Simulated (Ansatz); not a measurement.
The cluster Ta2Te4. Charge 0, multiplicity 5. Geometry r2SCAN-D4/def2-SVP; atoms count from 1.

Cartesian coordinates in Å:
```
Ta 0.3102 -1.8833 0.8611
Ta -0.1403 0.4954 0.2246
Te -2.2938 -1.1540 0.5952
Te -0.7859 1.9848 -2.1083
Te 1.4810 0.4764 -1.9856
Te 1.4288 0.0807 2.4130
```

In the def2 sets Ta, Te take a core potential; there is no spin–orbit coupling. At PBE0-D4/def2-TZVP a triplet of charge 0 lies 1.06 eV below the quintet, each at its own geometry. The structure comes from a short search, and lower isomers may exist.

**Question.** Estimate the Mulliken populations from the PBE0/def2-TZVP orbitals of Ansatz.

**Answer.** 
```
atom  charge (e)  spin (α − β)  d electrons
 Ta1        0.37          2.42         3.44
 Ta2        0.63          0.54         3.37
 Te3       -0.38          0.12            –
 Te4       -0.15          0.47            –
 Te5       -0.13          0.36            –
 Te6       -0.35          0.08            –
```
Mulliken values depend strongly on the basis.

**Question.** Where does the spin sit?

**Answer.** Summed by element: Ta 2.96, Te 1.04, of 4 unpaired in all. Largest on single atoms: Ta1 2.42, Ta2 0.54, Te4 0.47.

**Question.** And the Mayer bond orders between heavy atoms (over 0.3)?

**Answer.** Ta1–Ta2 1.65 (2.50 Å); Ta1–Te3 1.24 (2.72 Å); Ta1–Te6 1.13 (2.74 Å); Ta2–Te3 1.06 (2.74 Å); Ta2–Te4 0.80 (2.84 Å); Ta2–Te5 0.96 (2.74 Å); Ta2–Te6 1.17 (2.72 Å); Te4–Te5 1.26 (2.73 Å).
